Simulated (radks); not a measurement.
Species: Re III. Configuration: [Kr] 4d10 4f14 5p6 5d5 6s2 (not the ground configuration). Method: Dirac Kohn-Sham, PBE, spin-unpolarised, spherical densities, finite nucleus; open shells fill j = l - 1/2 first; Fermi nuclear charge, rms radius 5.3698 fm; computed with a radial shooting solver on a logarithmic mesh with Libxc functionals. Some entries of the table are withheld. Estimate them.

orbital  occ.  eigenvalue (eV)  <1/r> (bohr^-1)
1s1/2       2        -71565.90            88.71
2s1/2       2        -12426.57            21.63
2p1/2       2        -11894.54            21.60
2p3/2       4        -10454.81            18.04
3s1/2       2        -2901.072              (1)
3p1/2       2        -2662.959            7.858
3p3/2       4        -2350.290            6.936
3d3/2       4        -1949.439            6.831
3d5/2       6        -1881.561            6.615
4s1/2       2        -630.5621            3.341
4p1/2       2        -531.0907              (2)
4p3/2       4        -458.1695              (3)
4d3/2       4        -294.5964            2.700
4d5/2       6        -281.1088            2.624
5p1/2       2         -82.7343              (4)
4f5/2       6         -74.9192            2.195
4f7/2       8         -72.3758            2.164
5p3/2       4         -70.9160              (5)
5d3/2       4         -29.3063           0.8215
5d5/2       1         -28.0310           0.7973
6s1/2       2         -23.2895              (6)

Answer. 
(1) 3s1/2 <1/r> (bohr^-1): 7.942
(2) 4p1/2 <1/r> (bohr^-1): 3.232
(3) 4p3/2 <1/r> (bohr^-1): 2.912
(4) 5p1/2 <1/r> (bohr^-1): 1.210
(5) 5p3/2 <1/r> (bohr^-1): 1.100
(6) 6s1/2 <1/r> (bohr^-1): 0.5081
